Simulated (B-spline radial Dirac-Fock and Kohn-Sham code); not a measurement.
**Mo⁺ in Watson spheres of different radius**

Level of theory: multi-electron Dirac-Fock with separately optimised hole states, Breit and Lamb-shift corrections added in first order; a B-spline atomic structure program. The ion, [Kr] 4d5, sits in a hollow sphere of charge Q = -1, a simple model of the Madelung potential. Inside the sphere an electron's potential energy is raised by the constant 14.40·|Q|/R eV, so binding energies fall by about that much as long as the orbitals stay inside.

```
radius (Å)  14.40 |Q|/R (eV)  1s (eV)  2s (eV)  2p1/2 (eV)  2p3/2 (eV)  3s (eV)  3p1/2 (eV)  3p3/2 (eV)  3d3/2 (eV)  3d5/2 (eV)  4s (eV)  4p1/2 (eV)  4p3/2 (eV)  4d (eV)
       2.4              6.00  20008.8   2881.6      2635.8      2530.9    517.2       423.1       405.4       239.6       236.4    76.98       48.15       45.70     7.74
       2.7              5.33  20009.4   2882.2      2636.5      2531.5    517.8       423.8       406.0       240.2       237.1    77.62       48.79       46.34     8.38
```

From the smallest to the largest radius 1s moves by +0.6 eV, while the constant potential alone would give +0.7 eV; the difference comes from charge outside the sphere and its screening.

Values without a named source are computed, but for edge energies of neutral atoms, which are taken from tables.
